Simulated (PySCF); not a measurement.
A PySCF script (with the pyscf-properties extension) for the NMR shieldings of SMILES F[Si@H]1CC[SiH2]N1, C$_{2}$H$_{8}$FNSi$_{2}$, on a GFN2-xTB geometry:

```python
import basis_set_exchange as bse
import numpy as np
from pyscf import gto, dft
from pyscf.prop import nmr

atoms = """
F     0.106134    2.081609    1.758927
Si    0.075184    1.559324    0.226437
C     1.343238    0.184848   -0.073318
C     0.670095   -1.179677    0.145659
Si   -1.158905   -1.065086   -0.366921
N    -1.347418    0.635225   -0.062403
H     0.159349    2.781357   -0.552807
H     1.695677    0.245644   -1.103692
H     2.226071    0.282564    0.559387
H     1.217733   -1.962742   -0.379153
H     0.718187   -1.429871    1.206767
H    -1.384674   -1.362015   -1.787833
H    -2.067054   -1.838278    0.483021
H    -2.254294    1.066624   -0.076238
"""
names = dict.fromkeys(["F", "Si", "C", "N", "H"], "pcSseg-1")
basis = {el: gto.basis.parse(bse.get_basis(n, elements=[el], fmt="nwchem")) for el, n in names.items()}
mol = gto.M(atom=atoms, basis=basis, charge=0, verbose=0)
mf = dft.RKS(mol, xc="PBE0")
mf.grids.level = 2
mf.grids.alignment = dft.numint.BLKSIZE   # the property module wants whole blocks of grid points
mf.conv_tol = 1e-9
mf.kernel()

calc = nmr.RKS(mf)   # GIAO
C = mf.mo_coeff
Co = C[:, mf.mo_occ > 0]
resp = mf.gen_response(singlet=True, hermi=2)
def vind(x):   # induced exchange potential for any number of trial vectors
    d = np.einsum("pi,xij,qj->xpq", C, 2 * x.reshape(-1, C.shape[1], Co.shape[1]), Co, optimize=True)
    return np.einsum("xpq,pi,qj->xij", resp(d - d.transpose(0, 2, 1)), C, Co, optimize=True).ravel()
mo1, _ = nmr.rhf.solve_mo1(calc, with_cphf=vind)
sigma = calc.kernel(mo1)
for i, s in enumerate(sigma):   # ppm
    print("%2d %-2s %9.2f" % (i, mol.atom_pure_symbol(i), np.trace(s) / 3))
```

**Question.** Give the expected output.

**Answer.** 
```
 0 F     325.68
 1 Si    346.12
 2 C     176.71
 3 C     181.27
 4 Si    373.04
 5 N     227.34
 6 H      26.52
 7 H      31.15
 8 H      30.46
 9 H      30.60
10 H      30.53
11 H      26.84
12 H      26.66
13 H      30.75
```

These numbers come from an equivalent density-fitted implementation of the same equations, which agrees with the script to about 0.01 ppm for H and up to a few tenths of a ppm for heavy atoms, so last digits may differ.

**Question.** Turn these shieldings into chemical shifts. References, each an isolated molecule treated in the same way: CFCl3 for ¹⁹F (170.95 ppm); ²⁹Si (349.16 ppm) and ¹³C (186.93 ppm) and ¹H (31.72 ppm) against TMS; ¹⁵N (267.73 ppm) against NH3.

**Answer.** Averaging equivalent atoms: F 0: -154.7; Si 1: 3.0; Si 4: -23.9; C 2: 10.2; C 3: 5.7; N 5: 40.4; H 6: 5.19; H 12: 5.06; H 11: 4.88; H 8: 1.26; H 10: 1.19; H 9: 1.12; H 13: 0.96; H 7: 0.57 ppm. Unscaled 19F shifts against computed CFCl3 carry errors that often reach 10 to 50 ppm. Experimental scales use liquid or dissolved standards, which lie at an offset from isolated NH3 (liquid NH3: subtract about 20 ppm).

Size and cost of the density-fitted run: 156 basis functions, 22 s wall time on 1 thread of an Intel Xeon Platinum 8488C, shared host; peak memory 0.73 GiB.
